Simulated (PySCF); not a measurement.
## Solvent effects on NMR parameters

Molfile (atoms numbered from 1):
```
C5H9FP
     RDKit          3D

 16 16  0  0  0  0  0  0  0  0999 V2000
    1.9915   -0.4433   -0.4771 C   0  0  0  0  0  0  0  0  0  0  0  0
    0.6577   -0.0369    0.6491 P   0  0  2  0  0  0  0  0  0  0  0  0
   -0.7370   -1.2084    0.5322 C   0  0  0  0  0  0  0  0  0  0  0  0
   -1.7123   -0.4417   -0.3185 C   0  0  0  0  0  0  0  0  0  0  0  0
   -1.4568    0.8594   -0.4921 C   0  0  0  0  0  0  0  0  0  0  0  0
   -2.2073    1.6815   -1.1810 F   0  0  0  0  0  0  0  0  0  0  0  0
   -0.2334    1.4655    0.1483 C   0  0  0  0  0  0  0  0  0  0  0  0
    2.4426   -1.4036   -0.1857 H   0  0  0  0  0  0  0  0  0  0  0  0
    2.7595    0.3439   -0.4483 H   0  0  0  0  0  0  0  0  0  0  0  0
    1.5794   -0.5222   -1.4944 H   0  0  0  0  0  0  0  0  0  0  0  0
    1.1662    0.0712    1.9598 H   0  0  0  0  0  0  0  0  0  0  0  0
   -0.4009   -2.1549    0.0778 H   0  0  0  0  0  0  0  0  0  0  0  0
   -1.1279   -1.4485    1.5367 H   0  0  0  0  0  0  0  0  0  0  0  0
   -2.5947   -0.9241   -0.7432 H   0  0  0  0  0  0  0  0  0  0  0  0
   -0.4852    2.1017    1.0147 H   0  0  0  0  0  0  0  0  0  0  0  0
    0.3536    2.0760   -0.5571 H   0  0  0  0  0  0  0  0  0  0  0  0
  1  2  1  0
  2  3  1  0
  3  4  1  0
  4  5  2  0
  5  6  1  0
  5  7  1  0
  7  2  1  0
  1  8  1  0
  1  9  1  0
  1 10  1  0
  2 11  1  1
  3 12  1  0
  3 13  1  0
  4 14  1  0
  7 15  1  0
  7 16  1  0
M  CHG  1   2   1
M  END
```

GIAO PBE0/pcSseg-1 in PySCF on one PBE0-D3(BJ)/def2-SVP conformer, non-relativistic, equivalent nuclei averaged. Solvents enter as an IEF-PCM continuum (tetrahydrofuran with ε = 7.4, water with ε = 78.4) around the gas-phase geometry. Shifts are referred to TMS, CFCl3 computed in the same medium.

Gas phase, δ in ppm: C5 163.2, C4 106.7, C7 25.3, C3 23.1, C1 4.7, F6 -89.5, H11 6.33, H14 5.87, H15 3.60, H13 3.50, H12 2.98, H16 2.94, H8/H9/H10 2.08. Dipole moment 5.36 D.

Question: How does each δ change in the continuum?

Answer: 
```csv
atoms,environment,"Δδ, tetrahydrofuran","Δδ, water"
C5,fully substituted alkene carbon,+2.2,+2.8
C4,alkene CH,+1.5,+1.7
C7,allylic sp3 CH2 bonded to P,+1.1,+1.3
C3,allylic sp3 CH2 bonded to P,+0.7,+0.9
C1,methyl carbon bonded to P,+1.3,+1.6
F6,vinylic fluorine,-13.8,-16.3
H11,"hydrogen on a phosphorus bonded to 3 C, in a 5-membered ring",+0.34,+0.43
H14,hydrogen on an alkene CH,-0.17,-0.22
H15,hydrogen on an allylic sp3 CH2 bonded to P,+0.02,+0.02
H13,hydrogen on an allylic sp3 CH2 bonded to P,-0.03,-0.03
H12,hydrogen on an allylic sp3 CH2 bonded to P,+0.03,+0.03
H16,hydrogen on an allylic sp3 CH2 bonded to P,+0.05,+0.06
H8/H9/H10,hydrogen on a methyl carbon bonded to P,-0.05,-0.07
```

Changes are relative to the gas phase. The dipole moment becomes 6.39 D in tetrahydrofuran, 6.64 D in water.

Question: Which of the listed nuclei move most (in ppm), and what does the model miss?

Answer: F6 (vinylic fluorine, -16.3 ppm) in water. A continuum only polarises the solute; specific hydrogen bonds, the anisotropy of aromatic solvents and changes of geometry or conformer are outside it, as are counter-ions.
